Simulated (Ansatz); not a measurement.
Reaction (redistribution): `[SiH3][SiH]1CC1` + `N[SiH2]OP` → `P[SiH]1CC1` + `N[SiH2]O[SiH3]`

Gas-phase electronic energies from Ansatz, PBE0-D4/def2-TZVP geometries. CBS: MP2 limit from def2 TZ/QZ plus the TZ coupled-cluster correction, frozen cores. DFT in def2-TZVPP. B3LYP here is the variant with VWN-RPA as its local correlation; programs differ in this. One conformer a species, not always the lowest.

(1) Is it downhill or uphill in electronic energy at CCSD(T)/CBS, and by how much? (Best estimate.)

(2) What do these levels give: PBE-D4, PBE0-D4, B3LYP-D4, ωB97X-V, PBE, r2SCAN, PBE0, B3LYP, SCS-MP2/def2-TZVPP, HF/def2-QZVPP, MP2/def2-QZVPP, SCS-MP2/def2-QZVPP? (Estimate.)

Largest T1 diagnostic among the species: 0.012.

Results:

(1) Computed: Downhill: ΔE = -31.4 kcal/mol.

(2) Ansatz gave: PBE-D4 -27.9, PBE0-D4 -29.5, B3LYP-D4 -30.2, ωB97X-V -30.0, PBE -28.0, r2SCAN -31.0, PBE0 -29.7, B3LYP -30.4, SCS-MP2/def2-TZVPP -32.4, HF/def2-QZVPP -33.2, MP2/def2-QZVPP -33.3, SCS-MP2/def2-QZVPP -32.6 kcal/mol.

From PBE to PBE0 (25 % exact exchange), in def2-TZVPP and without D4, ΔE moves by −1.6 kcal/mol.
